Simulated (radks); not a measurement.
The numbers below are computed, except where a source is named.
Question: All-electron atom: the zirconium ion Zr4+ in [Kr]. Code: a radial shooting solver on a logarithmic mesh with Libxc functionals. Model: Dirac Kohn-Sham, RPBE, spin-unpolarised, spherical densities, point nucleus.

Spin-orbit splittings of the eigenvalues, e(l+1/2) - e(l-1/2), with zeta = 2 splitting/(2l+1) and mean radii in bohr:

shell  occ.  splitting (eV)  zeta (eV)  <r> j=l-1/2  <r> j=l+1/2
2p        6           85.84      57.23       0.1387       0.1430
3p        6           13.68      9.120       0.4546       0.4651
3d       10           2.502      1.001       0.4498       0.4534
4p        6               ?          ?        1.298        1.324

Estimate the 4p splitting.

Answer: 1.914 eV (zeta = 1.276 eV).
